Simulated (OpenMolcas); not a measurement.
**Se+: thermal populations, Slater's ratio, worked from levels**

```json
{
  "Program": "OpenMolcas",
  "Basis": "ANO-R1 [5s4p3d1f]",
  "Scalar Hamiltonian": "X2C, finite nucleus",
  "Active space": "3 electrons in 3 orbitals (4p)",
  "State averaging": "2S+1 = 4 odd, 1 root; 2S+1 = 2 odd, 8 roots",
  "Spin-orbit coupling": "RASSI with atomic mean-field integrals over the reference wave functions, term energies averaged over their components"
}
```

Methods: CASSCF; SS-CASPT2, IPEA 0.25 Eh, imaginary shift 0.1 Eh (closed shells correlated: 3d 4s). Measured levels: NIST Handbook of Basic Atomic Spectroscopic Data.

**Thermal populations.** Z = Σ (2J + 1) exp(-E/kT) with k = 0.695035 cm-1/K, over the levels below. No other level of either list lies under 83800 cm-1, which is above 7 kT at each temperature.

| Level | 2J + 1 | SS-CASPT2 | measured |
| --- | --- | --- | --- |
| 4s2 4p3 4S* 3/2 | 4 | 0.0 | 0.0 |
| 4s2 4p3 2D* 3/2 | 4 | 15940 | 13168 |
| 4s2 4p3 2D* 5/2 | 6 | 16400 | 13784 |
| 4s2 4p3 2P* 1/2 | 2 | 26430 | 23038 |
| 4s2 4p3 2P* 3/2 | 4 | 27050 | 23895 |

```csv
T (K),"Z, SS-CASPT2","Z, measured levels","Ground level (%), SS-CASPT2","Ground level (%), measured levels"
5000,4.097,4.211,97.6,95.0
8000,4.590,4.964,87.1,80.6
12000,5.672,6.328,70.5,63.2
```

At 12000 K, kT = 8340 cm-1, and the computed levels give Z = 4.000 + 0.592 + 0.840 + 0.084 + 0.156 = 5.672.

**Slater's ratio.** With one set of orbitals, p3 has 2D* - 4S* = 9 F2 and 2P* - 2D* = 6 F2 (F2 = F²/25), a ratio of 2/3. Term energies are centres of gravity, weighted by 2J + 1.

```json
{"Source": "CASSCF", "2D* - 4S*": "17610", "2P* - 4S*": "29790", "F2 from the first": "1957", "Ratio": "0.692"}
{"Source": "SS-CASPT2", "2D* - 4S*": "16216", "2P* - 4S*": "26843", "F2 from the first": "1802", "Ratio": "0.655"}
{"Source": "measured", "2D* - 4S*": "13538", "2P* - 4S*": "23609", "F2 from the first": "1504", "Ratio": "0.744"}
```

Energies in cm-1. A ratio away from 2/3 shows effects beyond one configuration with one set of orbitals, and in heavier atoms second-order spin-orbit shifts.

Term energies are means over components that CASPT2 splits; among the terms shown or strongly mixed into the levels shown the widest spread is 220 cm-1 (4s2 4p3 2D*, SS-CASPT2). With the s shell closed, the reference lacks s² → p² mixing. Without dynamic correlation excited terms often stand tens of per cent too high (terms of higher spin than the ground term too low), and those without a measured partner can miss by more than the paired ones (holds for CASSCF). Some terms miss by over 15 % even with CASPT2, which points to a basis or an active space too small for the shells correlated (holds for SS-CASPT2). Computed and measured levels are paired by configuration, term and J; levels that our copy of the source lacks, or whose pairing is in doubt (as where it misses far off the trend of its configuration), stay unpaired and out of the deviations. Levels of configurations outside the active space are missing.

* marks odd parity.
